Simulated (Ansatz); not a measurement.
Ansatz (an electronic-structure program) input (B3LYP/6-31G* with LANL2DZ past Ar): The .json file joins the Basis Set Exchange's 6-31G* for atoms up to Ar and LANL2DZ past it.

Ansatz 0.2 input:
```yaml
crystal:
  periodic: [false, false, false]
  atoms:
    - {symbol: C, position_ang: [-2.37735887, -0.22141884, -0.21389461]}
    - {symbol: C, position_ang: [-1.50121866, 0.95719434, 0.19887253]}
    - {symbol: N, position_ang: [-0.07482353, 0.78571825, -0.06363778]}
    - {symbol: C, position_ang: [0.68480558, 1.98557236, 0.25903005]}
    - {symbol: Ge, position_ang: [0.81585495, -0.87386090, -0.00898746]}
    - {symbol: H, position_ang: [-2.24380326, -0.46337676, -1.27282713]}
    - {symbol: H, position_ang: [-3.43035621, 0.03138077, -0.04884180]}
    - {symbol: H, position_ang: [-2.15769495, -1.12016921, 0.37322109]}
    - {symbol: H, position_ang: [-1.82686198, 1.85496582, -0.35091866]}
    - {symbol: H, position_ang: [-1.66710052, 1.18351886, 1.26770479]}
    - {symbol: H, position_ang: [1.74776307, 1.83412727, 0.05394108]}
    - {symbol: H, position_ang: [0.33554805, 2.82381346, -0.36204928]}
    - {symbol: H, position_ang: [0.57186068, 2.28650269, 1.31369656]}
    - {symbol: H, position_ang: [0.06188884, -1.79485145, -1.03050106]}
    - {symbol: H, position_ang: [2.18779421, -0.50047776, -0.67441032]}
basis:
  gaussian:
    orbitals: 6-31Gs+LANL2DZ.json
hamiltonian:
  xc: {name: B3LYP}
magnetization: {spin_polarized: true, initial_magnetization: 1}
phonons: {temperatures: {t_min: 298.15, t_max: 298.15, t_step: 100}}
```

Output:

```
Functional definition: B3LYP
integrals: 0.05 GiB planned
1142 factors; integrals over basis functions are off by at most 4.0e-4 eV
mean field: 0.52 GiB planned
mean field evaluation 1: about -4856.9033 eV, gradient 4.2e1 eV
mean field evaluation 2: about -4832.8270 eV, gradient 7.8e1 eV
mean field evaluation 4: about -4865.4933 eV, gradient 4.3e0 eV
mean field evaluation 8: about -4865.6041 eV, gradient 3.2e-1 eV
mean field evaluation 16: about -4865.6048 eV, gradient 6.5e-5 eV
mean field -4865.60484810 eV, -178.8076801423 hartree, gradient 6.5e-5 eV, S^2 0.753411; 0 other end points of the search recorded, 0 dependent functions left out
the calculation of the forces begins
reference -4865.60508796 eV, -178.8076889568 hartree; 20, 19 occupied and 68, 69 virtual orbitals, 1142 factors
these checks for a lower state are left out or cut short: stability, starts, cluster_reference, orbital_swaps, neighbouring_geometries, increment
integrals: 0.05 GiB planned
1142 factors; integrals over basis functions are off by at most 4.0e-4 eV
mean field: 0.52 GiB planned
mean field -4865.60468076 eV, -178.8076739927 hartree, gradient 1.7e-6 eV, S^2 0.753410; 0 other end points of the search recorded, 0 dependent functions left out
the calculation of the forces begins
reference -4865.60492062 eV, -178.8076828075 hartree; 20, 19 occupied and 68, 69 virtual orbitals, 1142 factors
these checks for a lower state are left out or cut short: stability, starts, cluster_reference, orbital_swaps, neighbouring_geometries, increment
integrals: 0.05 GiB planned
1142 factors; integrals over basis functions are off by at most 4.0e-4 eV
mean field: 0.52 GiB planned
mean field -4865.60468303 eV, -178.8076740759 hartree, gradient 2.2e-6 eV, S^2 0.753412; 0 other end points of the search recorded, 0 dependent functions left out
the calculation of the forces begins
reference -4865.60492288 eV, -178.8076828902 hartree; 20, 19 occupied and 68, 69 virtual orbitals, 1142 factors
these checks for a lower state are left out or cut short: stability, starts, cluster_reference, orbital_swaps, neighbouring_geometries, increment
integrals: 0.05 GiB planned
1142 factors; integrals over basis functions are off by at most 4.0e-4 eV
mean field: 0.52 GiB planned
mean field evaluation 32: about -4865.6046 eV, gradient 8.8e-2 eV
mean field -4865.60468855 eV, -178.8076742789 hartree, gradient 2.7e-6 eV, S^2 0.753409; 0 other end points of the search recorded, 0 dependent functions left out
the calculation of the forces begins
reference -4865.60492841 eV, -178.8076830935 hartree; 20, 19 occupied and 68, 69 virtual orbitals, 1142 factors
these checks for a lower state are left out or cut short: stability, starts, cluster_reference, orbital_swaps, neighbouring_geometries, increment
integrals: 0.05 GiB planned
1142 factors; integrals over basis functions are off by at most 4.0e-4 eV
mean field: 0.52 GiB planned
mean field -4865.60468685 eV, -178.8076742164 hartree, gradient 2.6e-6 eV, S^2 0.753412; 0 other end points of the search recorded, 0 dependent functions left out
the calculation of the forces begins
reference -4865.60492670 eV, -178.8076830307 hartree; 20, 19 occupied and 68, 69 virtual orbitals, 1142 factors
these checks for a lower state are left out or cut short: stability, starts, cluster_reference, orbital_swaps, neighbouring_geometries, increment
integrals: 0.05 GiB planned
1142 factors; integrals over basis functions are off by at most 4.0e-4 eV
mean field: 0.52 GiB planned
mean field -4865.60467240 eV, -178.8076736856 hartree, gradient 2.1e-6 eV, S^2 0.753411; 0 other end points of the search recorded, 0 dependent functions left out
the calculation of the forces begins
reference -4865.60491226 eV, -178.8076825002 hartree; 20, 19 occupied and 68, 69 virtual orbitals, 1142 factors
these checks for a lower state are left out or cut short: stability, starts, cluster_reference, orbital_swaps, neighbouring_geometries, increment
integrals: 0.05 GiB planned
1142 factors; integrals over basis functions are off by at most 4.0e-4 eV
mean field: 0.52 GiB planned
mean field -4865.60467298 eV, -178.8076737069 hartree, gradient 2.0e-6 eV, S^2 0.753411; 0 other end points of the search recorded, 0 dependent functions left out
the calculation of the forces begins
reference -4865.60491284 eV, -178.8076825213 hartree; 20, 19 occupied and 68, 69 virtual orbitals, 1142 factors
these checks for a lower state are left out or cut short: stability, starts, cluster_reference, orbital_swaps, neighbouring_geometries, increment
integrals: 0.05 GiB planned
1142 factors; integrals over basis functions are off by at most 4.0e-4 eV
mean field: 0.52 GiB planned
mean field -4865.60470666 eV, -178.8076749444 hartree, gradient 1.0e-6 eV, S^2 0.753402; 0 other end points of the search recorded, 0 dependent functions left out
[...]
mean field -4865.60483217 eV, -178.8076795568 hartree, gradient 2.6e-6 eV, S^2 0.753410; 0 other end points of the search recorded, 0 dependent functions left out
the calculation of the forces begins
reference -4865.60507203 eV, -178.8076883715 hartree; 20, 19 occupied and 68, 69 virtual orbitals, 1142 factors
these checks for a lower state are left out or cut short: stability, starts, cluster_reference, orbital_swaps, neighbouring_geometries, increment
integrals: 0.05 GiB planned
1142 factors; integrals over basis functions are off by at most 4.0e-4 eV
mean field: 0.52 GiB planned
mean field -4865.60483430 eV, -178.8076796350 hartree, gradient 2.6e-6 eV, S^2 0.753412; 0 other end points of the search recorded, 0 dependent functions left out
the calculation of the forces begins
reference -4865.60507415 eV, -178.8076884493 hartree; 20, 19 occupied and 68, 69 virtual orbitals, 1142 factors
these checks for a lower state are left out or cut short: stability, starts, cluster_reference, orbital_swaps, neighbouring_geometries, increment
integrals: 0.05 GiB planned
1142 factors; integrals over basis functions are off by at most 4.0e-4 eV
mean field: 0.52 GiB planned
mean field -4865.60482984 eV, -178.8076794714 hartree, gradient 1.4e-6 eV, S^2 0.753412; 0 other end points of the search recorded, 0 dependent functions left out
the calculation of the forces begins
reference -4865.60506968 eV, -178.8076882852 hartree; 20, 19 occupied and 68, 69 virtual orbitals, 1142 factors
these checks for a lower state are left out or cut short: stability, starts, cluster_reference, orbital_swaps, neighbouring_geometries, increment
integrals: 0.05 GiB planned
1142 factors; integrals over basis functions are off by at most 4.0e-4 eV
mean field: 0.52 GiB planned
mean field -4865.60482947 eV, -178.8076794577 hartree, gradient 1.5e-6 eV, S^2 0.753410; 0 other end points of the search recorded, 0 dependent functions left out
the calculation of the forces begins
reference -4865.60506934 eV, -178.8076882728 hartree; 20, 19 occupied and 68, 69 virtual orbitals, 1142 factors
these checks for a lower state are left out or cut short: stability, starts, cluster_reference, orbital_swaps, neighbouring_geometries, increment
integrals: 0.05 GiB planned
1142 factors; integrals over basis functions are off by at most 4.0e-4 eV
mean field: 0.52 GiB planned
mean field evaluation 512: about -4865.6048 eV, gradient 1.0e-1 eV
mean field -4865.60482810 eV, -178.8076794074 hartree, gradient 1.4e-6 eV, S^2 0.753406; 0 other end points of the search recorded, 0 dependent functions left out
the calculation of the forces begins
reference -4865.60506797 eV, -178.8076882222 hartree; 20, 19 occupied and 68, 69 virtual orbitals, 1142 factors
these checks for a lower state are left out or cut short: stability, starts, cluster_reference, orbital_swaps, neighbouring_geometries, increment
integrals: 0.05 GiB planned
1142 factors; integrals over basis functions are off by at most 4.0e-4 eV
mean field: 0.52 GiB planned
mean field -4865.60482845 eV, -178.8076794203 hartree, gradient 1.3e-6 eV, S^2 0.753416; 0 other end points of the search recorded, 0 dependent functions left out
the calculation of the forces begins
reference -4865.60506830 eV, -178.8076882345 hartree; 20, 19 occupied and 68, 69 virtual orbitals, 1142 factors
these checks for a lower state are left out or cut short: stability, starts, cluster_reference, orbital_swaps, neighbouring_geometries, increment
integrals: 0.05 GiB planned
1142 factors; integrals over basis functions are off by at most 4.0e-4 eV
mean field: 0.52 GiB planned
mean field -4865.60481335 eV, -178.8076788652 hartree, gradient 2.7e-6 eV, S^2 0.753411; 0 other end points of the search recorded, 0 dependent functions left out
the calculation of the forces begins
reference -4865.60505319 eV, -178.8076876792 hartree; 20, 19 occupied and 68, 69 virtual orbitals, 1142 factors
these checks for a lower state are left out or cut short: stability, starts, cluster_reference, orbital_swaps, neighbouring_geometries, increment
integrals: 0.05 GiB planned
1142 factors; integrals over basis functions are off by at most 4.0e-4 eV
mean field: 0.52 GiB planned
mean field -4865.60481175 eV, -178.8076788064 hartree, gradient 2.9e-6 eV, S^2 0.753411; 0 other end points of the search recorded, 0 dependent functions left out
the calculation of the forces begins
reference -4865.60505162 eV, -178.8076876214 hartree; 20, 19 occupied and 68, 69 virtual orbitals, 1142 factors
these checks for a lower state are left out or cut short: stability, starts, cluster_reference, orbital_swaps, neighbouring_geometries, increment
integrals: 0.05 GiB planned
1142 factors; integrals over basis functions are off by at most 4.0e-4 eV
mean field: 0.52 GiB planned
mean field -4865.60484029 eV, -178.8076798553 hartree, gradient 2.4e-6 eV, S^2 0.753413; 0 other end points of the search recorded, 0 dependent functions left out
the calculation of the forces begins
reference -4865.60508016 eV, -178.8076886702 hartree; 20, 19 occupied and 68, 69 virtual orbitals, 1142 factors
these checks for a lower state are left out or cut short: stability, starts, cluster_reference, orbital_swaps, neighbouring_geometries, increment
integrals: 0.05 GiB planned
1142 factors; integrals over basis functions are off by at most 4.0e-4 eV
mean field: 0.52 GiB planned
mean field evaluation 544: about -4865.6048 eV, gradient 1.7e-5 eV
mean field -4865.60484065 eV, -178.8076798683 hartree, gradient 2.6e-6 eV, S^2 0.753409; 0 other end points of the search recorded, 0 dependent functions left out
the calculation of the forces begins
reference -4865.60508049 eV, -178.8076886825 hartree; 20, 19 occupied and 68, 69 virtual orbitals, 1142 factors
these checks for a lower state are left out or cut short: stability, starts, cluster_reference, orbital_swaps, neighbouring_geometries, increment
integrals: 0.05 GiB planned
1142 factors; integrals over basis functions are off by at most 4.0e-4 eV
mean field: 0.52 GiB planned
mean field -4865.60483748 eV, -178.8076797521 hartree, gradient 3.0e-6 eV, S^2 0.753406; 0 other end points of the search recorded, 0 dependent functions left out
the calculation of the forces begins
reference -4865.60507737 eV, -178.8076885677 hartree; 20, 19 occupied and 68, 69 virtual orbitals, 1142 factors
these checks for a lower state are left out or cut short: stability, starts, cluster_reference, orbital_swaps, neighbouring_geometries, increment
integrals: 0.05 GiB planned
1142 factors; integrals over basis functions are off by at most 4.0e-4 eV
mean field: 0.52 GiB planned
mean field -4865.60483823 eV, -178.8076797796 hartree, gradient 2.8e-6 eV, S^2 0.753416; 0 other end points of the search recorded, 0 dependent functions left out
the calculation of the forces begins
reference -4865.60507805 eV, -178.8076885929 hartree; 20, 19 occupied and 68, 69 virtual orbitals, 1142 factors
Total energy: -4865.60508796 eV, -178.8076889568 hartree
Atom 0 at    -2.377359    -0.221419    -0.213895 Å, force    -0.000646     0.000298    -0.000328 eV/Å
Atom 1 at    -1.501219     0.957194     0.198873 Å, force    -0.000023    -0.000499     0.000350 eV/Å
Atom 2 at    -0.074824     0.785718    -0.063638 Å, force    -0.000348    -0.000555    -0.000233 eV/Å
Atom 3 at     0.684806     1.985572     0.259030 Å, force     0.000761     0.000227     0.000137 eV/Å
Atom 4 at     0.815855    -0.873861    -0.008987 Å, force     0.000523     0.000810     0.000312 eV/Å
Atom 5 at    -2.243803    -0.463377    -1.272827 Å, force     0.000108    -0.000067    -0.000132 eV/Å
Atom 6 at    -3.430356     0.031381    -0.048842 Å, force     0.000113    -0.000139    -0.000019 eV/Å
Atom 7 at    -2.157695    -1.120169     0.373221 Å, force     0.000159     0.000253     0.000139 eV/Å
Atom 8 at    -1.826862     1.854966    -0.350919 Å, force    -0.000074    -0.000126    -0.000124 eV/Å
Atom 9 at    -1.667101     1.183519     1.267705 Å, force    -0.000005     0.000296     0.000040 eV/Å
Atom 10 at     1.747763     1.834127     0.053941 Å, force    -0.000066    -0.000182    -0.000032 eV/Å
Atom 11 at     0.335548     2.823813    -0.362049 Å, force    -0.000240    -0.000193     0.000109 eV/Å
Atom 12 at     0.571861     2.286503     1.313697 Å, force    -0.000111    -0.000135    -0.000002 eV/Å
Atom 13 at     0.061889    -1.794851    -1.030501 Å, force    -0.000431     0.000079    -0.000063 eV/Å
Atom 14 at     2.187794    -0.500478    -0.674410 Å, force     0.000280    -0.000066    -0.000154 eV/Å
Dipole moment:    -0.213224     0.275779     0.138132 e Å
Vibrations: 83.91 172.15 177.19 226.41 253.12 299.82 310.07 415.52 510.59 624.71 662.73 813.27 852.92 905.92 1058.91 1100.06 1125.82 1160.51 1179.00 1258.90 1318.95 1410.49 1446.46 1479.16 1510.65 1520.20 1523.15 1534.23 1540.49 1949.12 1990.70 2961.06 2989.81 3004.79 3040.60 3056.37 3120.62 3133.96 3135.52 cm⁻¹, zero-point energy 3.400753 eV
```

The blocks after the first are displaced geometries, from whose forces the wavenumbers follow.
